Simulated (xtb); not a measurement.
The molecule MgN+, multiplicity 3 (lowest of 2S+1 = 1, 3, 5 at CCSD(T)/def2-TZVPP on PBE0 minima; our sources give no spin for the ground state, which may be another). The T1 diagnostic near the minimum is 0.082, so single-reference values are doubtful.

The constants come from a fifth-degree fit in 1/R (seven points, main isotopes). In def2 and cc sets the state is the lowest found near the PBE0 minimum, followed along R.

Codes used: xtb for the GFN methods. Each number belongs to the level named beside it. The GFN methods have no spin term and hold the electronic entropy of 300 K.

Energies at GFN2-xTB:

```csv
R (Å),E (hartree)
1.894169,-2.73047917
1.945088,-2.73096111
1.991933,-2.73075850
2.044888,-2.72996183
2.097844,-2.72870382
2.158946,-2.72681942
2.230232,-2.72418551
```

Problem. With a reduced mass of 8.8413 u, find the minimum, the force constant and the constants.

Solution. A fifth-degree polynomial in 1/R puts the minimum at r_e = 1.9512 Å with force constant 117 N/m. Then ω_e = (1/2πc)√(k/μ) = 474 cm⁻¹ and B_e = h/(8π²cμr_e²) = 0.5008 cm⁻¹; the cubic and quartic terms give α_e = 0.0081 and ω_e x_e = 4.0 cm⁻¹.
